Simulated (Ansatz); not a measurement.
`[CH3][Mg][Cl]` + CH₃OH → `C[O][Mg][Cl]` + CH₄ at 600 K and 1 bar (ligand exchange at a Mg–C bond).

Computed with Ansatz on PBE0-D4/def2-TZVP structures; ΔE is electronic, products minus reactants. CCSD(T)/CBS is the MP2 limit (def2-TZVPP, def2-QZVPP) plus CCSD(T) − MP2 in def2-TZVPP, frozen cores. This one scheme is used for every species. For Mg outer-core shells are correlated without core-valence functions, which leaves a few kJ/mol of doubt a bond. Each species was taken in one conformer, which may not be the lowest.

```
        species  CCSD(T)/CBS energy (Eh)  H − E (kJ/mol)  S (J/(mol·K))
`[CH3][Mg][Cl]`               -699.60606           134.5          346.1
          CH₃OH               -115.61712           163.6          277.3
 `C[O][Mg][Cl]`               -774.81100           158.3          386.0
            CH₄                -40.46206           140.4          215.7
```

H − E and S are ideal-gas, rigid-rotor, harmonic terms from PBE0-D4/def2-TZVP, for one conformer and one mirror image of each species. 1 Eh = 2625.50 kJ/mol, R = 8.31446 J/(mol·K).

Problem. By hand: ΔE, ΔH, ΔS and ΔG.

Solution. ΔE = (-774.81100) + (-40.46206) − (-699.60606) − (-115.61712) = -0.04988 Eh = -131.0 kJ/mol. Δ(H − E) = 158.3 + 140.4 − 134.5 − 163.6 = 0.6, so ΔH = -130.4 kJ/mol. ΔS = 386.0 + 215.7 − 346.1 − 277.3 = -21.7 J/(mol·K). ΔG = -130.4 − 600 × (-21.7)/1000 = -117.4 kJ/mol.

Problem. By hand: the equilibrium constant, and the temperature at which ΔG would vanish if ΔH and ΔS stayed fixed.

Solution. log₁₀ K = −ΔG/(RT ln 10) = 10.2. ΔG = 0 at ΔH/ΔS = 6009 K, far beyond where these terms or the molecules hold.

ΔH outweighs TΔS. A doubt of 5 kJ/mol in ΔE shifts log₁₀ K by 0.4 here. Other conformers and mirror images would add mixing entropy, several J/(mol·K) or more a flexible species. These are equilibria of isolated gas molecules and say nothing of rates. Largest T1 diagnostic: 0.010 (customary marks: 0.02 for closed shells, 0.045 for open ones).
